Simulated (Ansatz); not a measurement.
NaK, singlet: energies of several shapes or isomers

Program: Ansatz, Gaussian basis, development build. Basis cc-pCVTZ on Na, cc-pwCVTZ-X2C on K, scalar X2C without spin–orbit coupling, 6 orbitals frozen in the corrections; active space CAS(2,2). Restricted Hartree–Fock, then the lowest state-specific CASSCF solution met for each case. Coupled cluster stands on the determinant that it favours, not always the lowest RHF. On stretched bonds single-reference methods can fail or change state. Unlike active orbitals can shift such differences by tenths of an eV, at times by over 1 eV.

Case A: bond length 4.0238 Å.

Case B: bond length 3.4990 Å.

Energy less that of case A, in eV:

```csv
case,RHF/ROHF,CASSCF,CCSD(T)
B,-0.022,-0.012,-0.078
```

(1) Give the SC-NEVPT2 energies against case A.

(2) Which case is lowest, and do the methods agree?

Results:

(1) B: +0.027 eV (0.6 kcal/mol).

(2) A is lowest in SC-NEVPT2. RHF/ROHF puts B lowest. CCSD(T) puts B lowest.
